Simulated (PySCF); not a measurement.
Isomers of C4H12Si2, mass 116.048 u with the commonest isotopes. Computed with PBE0-D3(BJ)/def2-SVP geometry optimisation, gas phase in PySCF 2.14.0. One conformer each, none proved a minimum here; rigid rotors.

Problem. Order these by out-of-plane moment Σ m c² = (Ia + Ib − Ic)/2, smallest first.
A. `[CH2:1]=[CH:2][SiH2:3][CH2:4][CH2:5][SiH3:6]` with C1–C2–Si3–C4 -114°, C2–Si3–C4–C5 180°, Si3–C4–C5–Si6 -179°
B. `[CH3:1][C@@H:2]1[CH2:3][CH2:4][SiH2:5][SiH2:6]1` with C1–C2–C3–C4 180°, C2–C3–C4–Si5 53°, C3–C4–Si5–Si6 -26°, C4–Si5–Si6–C2 -1°
C. `[SiH3:1][SiH2:2][CH:3]1[CH2:4][CH2:5][CH2:6]1` with Si1–Si2–C3–C4 -67°
D. `[CH3:1][CH:2]1[CH2:3][SiH2:4][SiH2:5][CH2:6]1` with C1–C2–C3–Si4 -177°, C2–C3–Si4–Si5 27°, C3–Si4–Si5–C6 0°, Si4–Si5–C6–C2 -27°

Solution. D (15.80 u·Å²), B (16.44 u·Å²), A (19.01 u·Å²), C (22.53 u·Å²).

Problem. Order these by rotational constant A, largest first.
A. `[CH2:1]=[CH:2][SiH2:3][CH2:4][CH2:5][SiH3:6]` with C1–C2–Si3–C4 -114°, C2–Si3–C4–C5 180°, Si3–C4–C5–Si6 -179°
B. `[CH3:1][CH:2]1[CH2:3][SiH2:4][SiH2:5][CH2:6]1` with C1–C2–C3–Si4 -177°, C2–C3–Si4–Si5 27°, C3–Si4–Si5–C6 0°, Si4–Si5–C6–C2 -27°
C. `[SiH3:1][SiH2:2][CH:3]1[CH2:4][CH2:5][CH2:6]1` with Si1–Si2–C3–C4 -67°
D. `[CH3:1][C@@H:2]1[CH2:3][CH2:4][SiH2:5][SiH2:6]1` with C1–C2–C3–C4 180°, C2–C3–C4–Si5 53°, C3–C4–Si5–Si6 -26°, C4–Si5–Si6–C2 -1°

Solution. A (7745 MHz), C (5005 MHz), D (3413 MHz), B (3175 MHz).

Problem. Order these by radius of gyration √(Σ m r²/M), smallest first.
A. `[CH3:1][C@@H:2]1[CH2:3][CH2:4][SiH2:5][SiH2:6]1` with C1–C2–C3–C4 180°, C2–C3–C4–Si5 53°, C3–C4–Si5–Si6 -26°, C4–Si5–Si6–C2 -1°
B. `[SiH3:1][SiH2:2][CH:3]1[CH2:4][CH2:5][CH2:6]1` with Si1–Si2–C3–C4 -67°
C. `[CH2:1]=[CH:2][SiH2:3][CH2:4][CH2:5][SiH3:6]` with C1–C2–Si3–C4 -114°, C2–Si3–C4–C5 180°, Si3–C4–C5–Si6 -179°
D. `[CH3:1][CH:2]1[CH2:3][SiH2:4][SiH2:5][CH2:6]1` with C1–C2–C3–Si4 -177°, C2–C3–Si4–Si5 27°, C3–Si4–Si5–C6 0°, Si4–Si5–C6–C2 -27°

Solution. A (1.882 Å), D (1.905 Å), B (2.151 Å), C (2.586 Å).

```csv
SMILES,point group,Ia (u·Å²),Ib (u·Å²),Ic (u·Å²),κ,μa (D),μb (D),μc (D)
C=C[SiH2]CC[SiH3],C1,65.25,730.12,757.34,-0.99,0.68,0.34,0.05
C[C@@H]1CC[SiH2][SiH2]1,C1,148.05,279.58,394.75,-0.51,0.54,0.91,0.28
CC1C[SiH2][SiH2]C1,Cs,159.16,277.85,405.41,-0.41,1.11,0.00,0.17
[SiH3][SiH2]C1CCC1,C1,100.98,458.36,514.27,-0.94,1.08,0.22,0.34
```
